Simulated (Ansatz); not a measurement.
Ansatz (a first-principles code) input (B3LYP/STO-3G):

Ansatz 0.2 input:
```yaml
crystal:
  periodic: [false, false, false]
  atoms:
    - {symbol: Be, position_ang: [0.00000000, 0.00000000, 0.00000000]}
    - {symbol: Cl, position_ang: [-0.00000000, -0.00000000, -1.80410498]}
    - {symbol: Cl, position_ang: [0.00000000, 0.00000000, 1.80410498]}
basis:
  gaussian:
    orbitals: STO-3G
hamiltonian:
  xc: {name: B3LYP}
output: {forces: true}
```

Output:

```
Functional definition: B3LYP
integrals: 0.01 GiB planned
244 factors; integrals over basis functions are off by at most 3.8e-4 eV
mean field: 0.06 GiB planned
mean field evaluation 1: about -25172.0908 eV, gradient 1.2e1 eV
mean field evaluation 2: about -25172.0421 eV, gradient 1.4e1 eV
mean field evaluation 4: about -25172.8832 eV, gradient 8.9e-2 eV
mean field evaluation 8: about -25172.9652 eV, gradient 1.1e-3 eV
a density is far from that of the atoms, so the factors are made again for it
260 factors; integrals over basis functions are off by at most 2.4e-5 eV
mean field: 0.07 GiB planned
mean field evaluation 16: about -25172.9651 eV, gradient 9.2e-6 eV
mean field -25172.96510569 eV, -925.0894047854 hartree, gradient 9.2e-6 eV, S^2 0.000000; 0 other end points of the search recorded, 0 dependent functions left out
the calculation of the forces begins
reference -25172.96526977 eV, -925.0894108153 hartree; 19, 19 occupied and 4, 4 virtual orbitals, 260 factors
Total energy: -25172.96526977 eV, -925.0894108153 hartree
Atom 0 at     0.000000     0.000000     0.000000 Å, force    -0.000000     0.000000    -0.000000 eV/Å
Atom 1 at    -0.000000    -0.000000    -1.804105 Å, force     0.000000    -0.000000     0.378647 eV/Å
Atom 2 at     0.000000     0.000000     1.804105 Å, force     0.000000    -0.000000    -0.378647 eV/Å
Dipole moment:     0.000000    -0.000000    -0.000000 e Å
```

The geometry given is a B3LYP-D3(BJ)/def2-TZVP minimum.
